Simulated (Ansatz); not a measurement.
C₁₁H₁₄HfO, SMILES `C[O][HfH]12345678([C@H]9[C@@H]1[C@@H]2[C@@H]3[C@H]94)[C@H]1[C@@H]5[C@@H]6[C@@H]7[C@H]18` at its PBE0-D4/def2-TZVP geometry, where that method's forces vanish. Total charge 0; spin multiplicity 1. Hf: def2 effective core potential.

```json
{"atom": "C1", "x (Å)": "0.644", "y (Å)": "-0.058", "z (Å)": "-3.158"}
{"atom": "O2", "x (Å)": "0.770", "y (Å)": "-0.183", "z (Å)": "-1.789"}
{"atom": "Hf3", "x (Å)": "0.125", "y (Å)": "-0.309", "z (Å)": "0.035"}
{"atom": "C4", "x (Å)": "-1.892", "y (Å)": "1.113", "z (Å)": "0.443"}
{"atom": "C5", "x (Å)": "-2.061", "y (Å)": "-0.031", "z (Å)": "1.260"}
{"atom": "C6", "x (Å)": "-2.239", "y (Å)": "-1.145", "z (Å)": "0.418"}
{"atom": "C7", "x (Å)": "-2.195", "y (Å)": "-0.691", "z (Å)": "-0.920"}
{"atom": "C8", "x (Å)": "-1.994", "y (Å)": "0.701", "z (Å)": "-0.903"}
{"atom": "C9", "x (Å)": "1.025", "y (Å)": "-0.008", "z (Å)": "2.409"}
{"atom": "C10", "x (Å)": "1.927", "y (Å)": "-0.864", "z (Å)": "1.743"}
{"atom": "C11", "x (Å)": "2.546", "y (Å)": "-0.125", "z (Å)": "0.712"}
{"atom": "C12", "x (Å)": "2.022", "y (Å)": "1.183", "z (Å)": "0.735"}
{"atom": "C13", "x (Å)": "1.077", "y (Å)": "1.255", "z (Å)": "1.783"}
{"atom": "H14", "x (Å)": "1.175", "y (Å)": "0.832", "z (Å)": "-3.520"}
{"atom": "H15", "x (Å)": "-0.407", "y (Å)": "0.027", "z (Å)": "-3.467"}
{"atom": "H16", "x (Å)": "1.072", "y (Å)": "-0.930", "z (Å)": "-3.665"}
{"atom": "H17", "x (Å)": "0.188", "y (Å)": "-2.141", "z (Å)": "0.240"}
{"atom": "H18", "x (Å)": "-1.758", "y (Å)": "2.128", "z (Å)": "0.787"}
{"atom": "H19", "x (Å)": "-2.053", "y (Å)": "-0.045", "z (Å)": "2.339"}
{"atom": "H20", "x (Å)": "-2.382", "y (Å)": "-2.166", "z (Å)": "0.734"}
{"atom": "H21", "x (Å)": "-2.267", "y (Å)": "-1.312", "z (Å)": "-1.800"}
{"atom": "H22", "x (Å)": "-1.896", "y (Å)": "1.340", "z (Å)": "-1.769"}
{"atom": "H23", "x (Å)": "0.398", "y (Å)": "-0.278", "z (Å)": "3.246"}
{"atom": "H24", "x (Å)": "2.113", "y (Å)": "-1.899", "z (Å)": "1.981"}
{"atom": "H25", "x (Å)": "3.260", "y (Å)": "-0.508", "z (Å)": "-0.002"}
{"atom": "H26", "x (Å)": "2.285", "y (Å)": "1.984", "z (Å)": "0.059"}
{"atom": "H27", "x (Å)": "0.515", "y (Å)": "2.131", "z (Å)": "2.070"}
```

Question: For each bond, give half the difference of the two atoms' forces along it (eV/Å; positive pushes the atoms apart) under PBE-D4, r2SCAN-D4, B3LYP-D4, ωB97M-V in def2-TZVPP. (Estimate.)

Answer: Computed: 
| bond | length (Å) | PBE-D4 | r2SCAN-D4 | B3LYP-D4 | ωB97M-V |
| --- | --- | --- | --- | --- | --- |
| O2–Hf3 | 1.939 | -0.08 | -0.09 | -0.11 | -0.08 |
| Hf3–C4 | 2.501 | 0.03 | 0.07 | 0.21 | 0.10 |
| Hf3–C6 | 2.536 | 0.07 | 0.07 | 0.12 | 0.03 |
| Hf3–C9 | 2.557 | 0.07 | 0.08 | 0.15 | 0.00 |
| Hf3–C12 | 2.513 | 0.07 | 0.07 | 0.16 | 0.08 |
| Hf3–C13 | 2.531 | 0.04 | 0.08 | 0.20 | 0.08 |
| C4–C5 | 1.416 | 0.16 | 0.14 | 0.16 | 0.11 |
| C5–C6 | 1.408 | 0.20 | 0.14 | 0.14 | 0.05 |
| C5–H19 | 1.080 | -0.04 | -0.12 | -0.17 | -0.10 |
| C6–C7 | 1.413 | 0.17 | 0.13 | 0.15 | 0.09 |
| C7–H21 | 1.080 | -0.04 | -0.11 | -0.17 | -0.10 |
| C9–C13 | 1.411 | 0.17 | 0.13 | 0.15 | 0.10 |
| C11–H25 | 1.080 | -0.04 | -0.11 | -0.17 | -0.10 |
| C13–H27 | 1.080 | -0.03 | -0.11 | -0.17 | -0.11 |

B3LYP here is the variant with VWN-RPA as its local correlation; programs differ in this.
